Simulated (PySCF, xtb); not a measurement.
In(Cl)(vinyl)(OH) (C₂H₄ClInO), SMILES C=[CH][In]([OH])[Cl]. One conformer was computed; it need not be the lowest.

Harmonic wavenumbers (cm⁻¹) from GFN2-xTB (xtb 6.7.1) at its own minimum, in rising order: 55, 58, 106, 118, 225, 288, 290, 402, 431, 454, 627, 892, 933, 992, 1147, 1359, 1644, 3010, 3023, 3066, 3644.

**Question.** What does B3LYP-D3(BJ)/def2-SVP run with PySCF give at its own minimum? (An estimate is asked for; the answer gives what the named calculation found.)

**Answer.** 52, 61, 116, 128, 261, 314, 352, 456, 512, 603, 807, 994, 995, 1030, 1241, 1414, 1647, 3106, 3160, 3200, 3821. Paired by order, the mean absolute difference is 72 cm⁻¹ and the zero-point energies are 32.5 and 34.7 kcal/mol.
